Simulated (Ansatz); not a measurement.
```yaml
crystal:
  periodic: [false, false, false]
  atoms:
    - {symbol: C, position_ang: [-0.222653, 1.396147, -0.924520]}
    - {symbol: Al, position_ang: [-0.104466, -0.326633, -0.018417]}
    - {symbol: C, position_ang: [0.951762, -0.624966, 1.594332]}
    - {symbol: Te, position_ang: [-1.378269, -2.328300, -0.931768]}
    - {symbol: H, position_ang: [0.776251, 1.789149, -1.140122]}
    - {symbol: H, position_ang: [-0.717986, 2.130384, -0.280052]}
    - {symbol: H, position_ang: [-0.778043, 1.346530, -1.862936]}
    - {symbol: H, position_ang: [0.646382, 0.064040, 2.388799]}
    - {symbol: H, position_ang: [2.011860, -0.429952, 1.400188]}
    - {symbol: H, position_ang: [0.865458, -1.642425, 1.981516]}
    - {symbol: H, position_ang: [-1.984898, -1.430872, -2.186319]}
basis:
  gaussian: {orbitals: ANO-RCC-VTZP}
total_charge: 1
magnetization: {spin_polarized: true, initial_magnetization: 1}
hamiltonian: {xc: {name: wB97}}
output: {forces: true}
```

```sh
$ ansatz run in.yaml --threads 4 --pin off --events-out ev --progress --plain --max-ram 10444MiB
```

Shortened log:

```
Functional definition: wB97
1807 factors; their error is unknown
617 factors; integrals over basis functions are off by at most 3.9e-5 eV
mean field evaluation 1: about -193666.3472 eV, gradient 4.6e1 eV
mean field evaluation 2: about -193663.5917 eV, gradient 4.4e1 eV
mean field evaluation 4: about -193676.5993 eV, gradient 4.7e0 eV
mean field evaluation 8: about -193676.7848 eV, gradient 1.3e-1 eV
mean field evaluation 16: about -193676.7520 eV, gradient 8.4e-4 eV
mean field -193676.75198555 eV, -7117.4893566512 hartree, gradient 6.0e-6 eV, S^2 0.752139; 2 other end points of the search recorded, 0 dependent functions left out
reference -193676.75197036 eV, -7117.4893560930 hartree; 42, 41 occupied and 218, 219 virtual orbitals, 1807 factors
Total energy: -193676.75197036 eV, -7117.4893560930 hartree
Relativity: scalar
Atom 0 at    -0.222653     1.396147    -0.924520 Å, force    -0.277320    -0.532470    -0.157552 eV/Å
Atom 1 at    -0.104466    -0.326633    -0.018417 Å, force     1.468185     2.177419     1.113765 eV/Å
Atom 2 at     0.951762    -0.624966     1.594332 Å, force    -0.346701    -0.397021    -0.316518 eV/Å
Atom 3 at    -1.378269    -2.328300    -0.931768 Å, force    -0.810953    -1.126838    -0.645669 eV/Å
Atom 4 at     0.776251     1.789149    -1.140122 Å, force    -0.019951    -0.111943     0.041932 eV/Å
Atom 5 at    -0.717986     2.130384    -0.280052 Å, force     0.002234    -0.087181     0.011985 eV/Å
Atom 6 at    -0.778043     1.346530    -1.862936 Å, force     0.012720     0.170182    -0.049135 eV/Å
Atom 7 at     0.646382     0.064040     2.388799 Å, force    -0.050955    -0.011436    -0.092707 eV/Å
Atom 8 at     2.011860    -0.429952     1.400188 Å, force    -0.068364    -0.005456    -0.065140 eV/Å
Atom 9 at     0.865458    -1.642425     1.981516 Å, force     0.101607     0.020331     0.131416 eV/Å
Atom 10 at    -1.984898    -1.430872    -2.186319 Å, force    -0.010503    -0.095587     0.027622 eV/Å
Dipole moment:    -0.061376     0.032777    -0.101138 e Å
```

It took 96 s on 4 threads of an Arm Neoverse V1 on a shared host, with 2.1 GiB of host memory at the peak.
